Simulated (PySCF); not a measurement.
Te(Br)(Me) (CH3BrTe), SMILES C[Te]Br. Geometry: PBE0-D3(BJ)/def2-SVP. The def2 effective core potentials stand for the cores of Te; spin–orbit coupling is left out.

Computed equilibrium geometry at PBE0-D3(BJ)/def2-SVP (PySCF confirms it by a frequency run) as bond lengths and angles, and its point group:
point group Cs.
Atoms: Te1 Br2 C3 H4 H5 H6. Bonds (Å): Te1–Br2 2.518, Te1–C3 2.146, C3–H4 1.096, C3–H5 1.096, C3–H6 1.100. Bond angles (°): Br2–Te1–C3 94.9, Te1–C3–H4 109.6, Te1–C3–H5 109.6, Te1–C3–H6 106.4, H4–C3–H5 111.2, H4–C3–H6 110.0, H5–C3–H6 110.0.
Charge 0, spin multiplicity 1.
